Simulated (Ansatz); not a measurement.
A made-up structure of Si$_{2}$HF$_{2}$ (charge +1), closed shell:

```
atom    x (Å)    y (Å)    z (Å)
  F1   1.6384   0.0079   1.0647
 Si2   0.3331  -0.4184   0.3467
  F3   0.3332  -1.9245  -0.0179
 Si4  -1.5530   1.0756  -0.0502
  H5  -0.2949  -0.4467   1.6200
```

It is relaxed with PBE-D4/def2-SVP and then PBE0-D4/def2-TZVP (Ansatz 0.2.0). Atoms count as bonded within 1.22 times the sum of their covalent radii (H–H: 0.88 Å). The end point is not checked to be a true minimum.

Q: Does its bonding change? (A judgement: the text doesn't fix the answer.)

A: Computed: Yes. Formed: Si4–H5; broken: Si2–H5.

Where it ends: The first stage lowers the energy by 1.60 eV in 14 steps. It ends as Si₂HF₂ ([F][Si]([F])[SiH]), total charge +1:
F1  (2.020, -0.063, 0.735)
Si2  (0.618, -0.566, 0.312)
F3  (0.660, -2.013, -0.243)
Si4  (-1.401, 0.801, 0.390)
H5  (-1.441, 0.134, 1.769)
(Å)

Labels in which every atom is bracketed show which atoms are joined, not bond orders.

For scale, one of the runs: PBE0-D4/def2-TZVP relaxation, 142 basis functions, launched by `ansatz run in.yaml --threads 2 --pin off --events-out ev --progress --plain --max-ram 4352MiB`. Hardware: 2 CPU threads of an Intel Xeon 6975P-C, shared host. Wall time about 23 s.
